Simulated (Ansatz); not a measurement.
A structure relaxed at r2SCAN-D4/def2-TZVP in Ansatz, charge 1, doublet:

Cartesian coordinates in Å:
```
Cr 0.449 -0.434 0.255
O 1.080 -1.158 -0.938
O -1.231 0.334 0.378
O -0.298 1.258 0.306
```

Task: Give its formula and point group.

Result: CrO₃⁺. Point group Cs (tolerance 0.1 Å).

Task: Summarise the bond lengths by kind (pairs closer than 1.2 times the sum of covalent radii, bridged metal pairs left out).

Result: 3 × Cr–O 1.53 to 1.85 Å; 1 × O–O 1.32 Å. The metal has 3 neighbours: O 1.53 Å, O 1.85 Å, O 1.85 Å.

The structure holds one bond between oxygen atoms, so isomers without such links may lie far lower. The charge 1 doublet is spin-contaminated (final ⟨S²⟩ up to 1.61, 0.75 for a pure state). The structure comes from a short search, and lower isomers may exist.
